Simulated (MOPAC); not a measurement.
A run for MOPAC: PM3 on CH6Ge (SMILES [CH3][GeH3]), a point of a torsion scan.

```
PM3 1SCF PRECISE CHARGE=0 THREADS=1
CH6Ge

C     -1.03625198 1    -0.08011104 1     0.01011099 1
Ge     0.91655237 1     0.06838821 1    -0.01703285 1
H     -1.45894176 1     0.53783646 1     0.79857063 1
H     -1.34227687 1    -1.10864230 1     0.18521952 1
H     -1.46067625 1     0.24279805 1    -0.93740255 1
H      1.51556125 1    -0.37193712 1     1.27893260 1
H      1.35348781 1     1.47687820 1    -0.25672796 1
H      1.51301697 1    -0.77562279 1    -1.09594082 1
```

Program output:

```
*******************************************************************************
 **                                                                           **
 **                              MOPAC v23.2.5                                **
 **                                                                           **
 *******************************************************************************
 ** MOPAC's Digital Object Identifier: https://doi.org/10.5281/zenodo.6511958 **
 **                                                                           **
 ** Please cite the open-source release paper for use of this MOPAC version:  **
 ** J. E. Moussa and J. J. P. Stewart (2026)                                  **
 ** MOPAC: An open-source semiempirical molecular orbital program             **
 ** J. Open Source Softw., 11(119), 8025, https://doi.org/10.21105/joss.08025 **
 *******************************************************************************

                              PM3 CALCULATION RESULTS

 *******************************************************************************
 *  PM3        - The PM3 Hamiltonian to be used
 *
 *
 *
 *                 CHARGE ON SYSTEM = 0
 *
 *
 *
 *  PRECISE    - TIGHTER CRITERIA TO BE USED
 *  1SCF       - DO 1 SCF AND THEN STOP
 *  THREADS=1  - MULTI-THREADING NOT USED
 *  T=         - A TIME OF 172800.0 SECONDS REQUESTED
 *  DUMP=N     - RESTART FILE WRITTEN EVERY 7200.0 SECONDS REQUESTED
 *******************************************************************************
PM3 1SCF PRECISE CHARGE=0 THREADS=1
 CH6Ge

   ATOM   CHEMICAL          X               Y               Z
  NUMBER   SYMBOL      (ANGSTROMS)     (ANGSTROMS)     (ANGSTROMS)

     1       C         -1.03625198  *  -0.08011104  *   0.01011099  *
     2      Ge          0.91655237  *   0.06838821  *  -0.01703285  *
     3       H         -1.45894176  *   0.53783646  *   0.79857063  *
     4       H         -1.34227687  *  -1.10864230  *   0.18521952  *
     5       H         -1.46067625  *   0.24279805  *  -0.93740255  *
     6       H          1.51556125  *  -0.37193712  *   1.27893260  *
     7       H          1.35348781  *   1.47687820  *  -0.25672796  *
     8       H          1.51301697  *  -0.77562279  *  -1.09594082  *



          CARTESIAN COORDINATES

    NO.       ATOM           X           Y           Z

     1         C         -1.0363     -0.0801      0.0101
     2        Ge          0.9166      0.0684     -0.0170
     3         H         -1.4589      0.5378      0.7986
     4         H         -1.3423     -1.1086      0.1852
     5         H         -1.4607      0.2428     -0.9374
     6         H          1.5156     -0.3719      1.2789
     7         H          1.3535      1.4769     -0.2567
     8         H          1.5130     -0.7756     -1.0959

  H: (PM3): J. J. P. STEWART, J. COMP. CHEM. 10, 209 (1989).
  C: (PM3): J. J. P. STEWART, J. COMP. CHEM. 10, 209 (1989).
 Ge: (PM3): J. J. P. STEWART, J. COMP. CHEM. 12, 320-341 (1991).

           Empirical Formula: C H6 Ge  =     8 atoms



      MOLECULAR POINT GROUP   :   C3v


      RHF CALCULATION, NO. OF DOUBLY OCCUPIED LEVELS = 7


 -------------------------------------------------------------------------------
 PM3 1SCF PRECISE CHARGE=0 THREADS=1
 CH6Ge



     1SCF WAS SPECIFIED, SO BFGS WAS NOT USED
     SCF FIELD WAS ACHIEVED


                              PM3 CALCULATION
                                                       MOPAC v23.2.5 Linux




          FINAL HEAT OF FORMATION =         16.37675 KCAL/MOL =      68.52032 KJ/MOL


          COSMO AREA              =         97.05 SQUARE ANGSTROMS
          COSMO VOLUME            =         84.00 CUBIC ANGSTROMS

          IONIZATION POTENTIAL    =         11.682849 EV
          HOMO LUMO ENERGIES (EV) =        -11.683  0.246
          NO. OF FILLED LEVELS    =          7
          MOLECULAR WEIGHT        =         90.6484         POINT GROUP:  C3v

          MOLECULAR DIMENSIONS (Angstroms)

            Atom       Atom       Distance
            H     6    H     5     3.76139
            H     4    H     7     3.47054
            H     3    H     8     3.33355


          SCF CALCULATIONS        =          1





   ATOM   CHEMICAL          X               Y               Z
  NUMBER   SYMBOL      (ANGSTROMS)     (ANGSTROMS)     (ANGSTROMS)

     1       C         -1.03625198  *  -0.08011104  *   0.01011099  *
     2      Ge          0.91655237  *   0.06838821  *  -0.01703285  *
     3       H         -1.45894176  *   0.53783646  *   0.79857063  *
     4       H         -1.34227687  *  -1.10864230  *   0.18521952  *
     5       H         -1.46067625  *   0.24279805  *  -0.93740255  *
     6       H          1.51556125  *  -0.37193712  *   1.27893260  *
     7       H          1.35348781  *   1.47687820  *  -0.25672796  *
     8       H          1.51301697  *  -0.77562279  *  -1.09594082  *

                             CARTESIAN COORDINATES

   1    C       -1.036251980    -0.080111040     0.010110990
   2   Ge        0.916552370     0.068388210    -0.017032850
   3    H       -1.458941760     0.537836460     0.798570630
   4    H       -1.342276870    -1.108642300     0.185219520
   5    H       -1.460676250     0.242798050    -0.937402550
   6    H        1.515561250    -0.371937120     1.278932600
   7    H        1.353487810     1.476878200    -0.256727960
   8    H        1.513016970    -0.775622790    -1.095940820


           Empirical Formula: C H6 Ge  =     8 atoms



      MOLECULAR POINT GROUP   :   C3v


                  EIGENVALUES
 -28.87336 -15.61444 -14.24219 -14.24205 -11.70802 -11.70770 -11.68285   0.24568
   0.52775   0.52800   3.69300   4.42386   4.48840   4.48844


              NET ATOMIC CHARGES AND DIPOLE CONTRIBUTIONS

  ATOM NO.   TYPE          CHARGE      No. of ELECS.   s-Pop       p-Pop
    1          C          -0.236018        4.2360     1.16011     3.07591
    2         Ge           0.297120        3.7029     0.67210     3.03078
    3          H           0.053745        0.9463     0.94626
    4          H           0.053748        0.9463     0.94625
    5          H           0.053749        0.9463     0.94625
    6          H          -0.074111        1.0741     1.07411
    7          H          -0.074114        1.0741     1.07411
    8          H          -0.074120        1.0741     1.07412
 DIPOLE           X         Y         Z       TOTAL
 POINT-CHG.    -0.177    -0.013     0.002     0.178
 HYBRID        -0.132    -0.010     0.002     0.132
 SUM           -0.309    -0.023     0.004     0.310


          ATOMIC ORBITAL ELECTRON POPULATIONS

     Atom    s        px        py        pz
    1  C   1.16011   1.00896   1.03340   1.03354
    2 Ge   0.67210   0.97457   1.02795   1.02826
    3  H   0.94626
    4  H   0.94625
    5  H   0.94625
    6  H   1.07411
    7  H   1.07411
    8  H   1.07412

 **********************
 *                    *
 * JOB ENDED NORMALLY *
 *                    *
 **********************




 == MOPAC DONE ==
```

The run finished.

Cost: around 0.010 core-seconds (rough).
